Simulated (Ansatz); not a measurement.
`O[SiH2][SiH](O)[SiH3]` + `[NH2][GeH2][OH]` → `O[SiH2][NH][GeH2][OH]` + `O[SiH2][SiH3]`  (cleavage of the Si–Si bond)

Calculated with Ansatz (gas phase, PBE0-D4/def2-TZVP geometries, no zero-point term in ΔE). CCSD(T)/CBS is the MP2 limit (def2-TZVPP, def2-QZVPP) plus CCSD(T) − MP2 in def2-TZVPP, frozen cores. Functionals use def2-TZVPP. B3LYP here is the variant with VWN-RPA as its local correlation; programs differ in this. For Ge outer-core shells are correlated without core-valence functions, which leaves a few kJ/mol of doubt a bond. Scalar relativity is left out up to krypton. One conformer a species, not always the lowest.

`O[SiH2][SiH](O)[SiH3]`:

Cartesian coordinates in Å:
```
O 0.503 -1.601 -2.034
Si -0.416 -0.277 -1.617
Si 0.733 0.401 0.320
O 1.632 -0.922 0.761
Si -0.697 1.011 2.068
H 0.225 -2.137 -2.779
H -0.444 0.732 -2.715
H -1.831 -0.682 -1.371
H 1.613 1.564 -0.003
H 1.755 -1.562 0.054
H 0.055 1.366 3.302
H -1.643 -0.094 2.380
H -1.486 2.200 1.635
```

`[NH2][GeH2][OH]`:

```xyz
8

N    -0.321   -1.324    0.319
Ge    0.342    0.353    0.085
O    -1.082    1.356   -0.283
H    -0.563   -1.841   -0.513
H     0.189   -1.913    0.959
H     1.321    0.527   -1.102
H     0.985    0.769    1.419
H    -0.873    2.074   -0.884
```

`O[SiH2][NH][GeH2][OH]`:

Cartesian coordinates in Å:
```
O -1.439 -0.214 -1.284
Si -0.050 0.590 -1.610
N 0.931 0.583 -0.187
Ge 0.667 -0.542 1.215
O -1.087 -0.377 1.587
H -1.727 -0.159 -0.362
H -0.241 2.017 -1.994
H 0.561 -0.135 -2.752
H 1.410 1.439 0.050
H 1.505 -0.069 2.412
H 0.915 -2.013 0.844
H -1.445 -1.119 2.080
```

`O[SiH2][SiH3]`:

Cartesian coordinates in Å:
```
O 1.584 1.240 0.495
Si 0.259 0.349 0.929
Si -0.849 -0.568 -0.926
H 2.274 0.796 0.001
H 0.633 -0.762 1.853
H -0.629 1.289 1.657
H -1.997 -1.401 -0.473
H 0.081 -1.438 -1.700
H -1.357 0.494 -1.836
```

CCSD(T)/CBS gives -0.99 eV.

Problem. Another level gave -0.77 eV. Which?
A. CCSD(T)/def2-TZVPP
B. PBE-D4/def2-TZVPP
C. B3LYP/def2-TZVPP
D. MP2/def2-TZVPP

Solution. B. PBE-D4 -0.77, MP2/def2-TZVPP -1.09, B3LYP -0.93, CCSD(T)/def2-TZVPP -1.02 eV.

Largest T1 diagnostic among the species: 0.013.

From PBE to PBE0 (25 % exact exchange), in def2-TZVPP and without D4, ΔE moves by −0.08 eV.
